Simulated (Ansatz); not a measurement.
Consider the formal exchange of groups at a B–Te bond: `B[Te][SiH2]N` + `[NH2][AlH][NH2]` → `[BH2][Al]([NH2])[NH2]` + `N[SiH2][TeH]`.

Isolated molecules relaxed with PBE0-D4/def2-TZVP in Ansatz; ΔE leaves out vibrations. CCSD(T)/CBS is the MP2 limit (def2-TZVPP, def2-QZVPP) plus CCSD(T) − MP2 in def2-TZVPP, frozen cores. This one scheme is used for every species. Functionals use def2-TZVPP. def2 core potentials past Kr. For Te outer-core shells are correlated without core-valence functions, which leaves a few kJ/mol of doubt a bond. One conformer a species, not always the lowest.

CCSD(T)/CBS gives +1.14 eV.

(1) Another level gave +1.14 eV. Which?
A. CCSD(T)/def2-TZVPP
B. B97M-V/def2-TZVPP
C. CAM-B3LYP/def2-TZVPP
D. MP2/def2-TZVPP

Largest T1 diagnostic among the species: 0.014.

Results:

(1) A. CCSD(T)/def2-TZVPP 1.14, CAM-B3LYP 1.05, B97M-V 1.22, MP2/def2-TZVPP 1.26 eV.

In def2-TZVPP, CCSD(T) changes the Hartree–Fock value by +0.18 eV (the triples alone add +0.06 eV) and MP2 by +0.30 eV. At CCSD(T), def2-SVP lies +0.04 eV from the extrapolated value and def2-TZVPP +0.00 eV.
